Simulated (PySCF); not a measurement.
# Radial density of N²⁺ (nitrogen, charge +2)

B3LYP, [He] 2s2 2p1, 2P determinant. All numbers are calculated (PySCF 2.14, the non-relativistic Hamiltonian (point nucleus), in def2-TZVP (5s3p2d1f, 31 functions)).

```csv
r (bohr),4πr²ρ (e/bohr),4πr²(ρα − ρβ)
0.00322,0.02608,0.0000
0.00542,0.07178,0.0000
0.00912,0.1924,0.0000
0.0153,0.4995,0.0000
0.0258,1.220,0.0000
0.0434,2.704,0.0003
0.0730,5.072,0.0031
0.123,7.235,0.0184
0.207,6.571,0.0826
0.347,3.109,0.2943
0.585,1.978,0.6936
0.983,2.653,0.8188
1.65,1.083,0.3146
2.78,0.07021,0.0236
4.68,0.0003010,0.0002
```
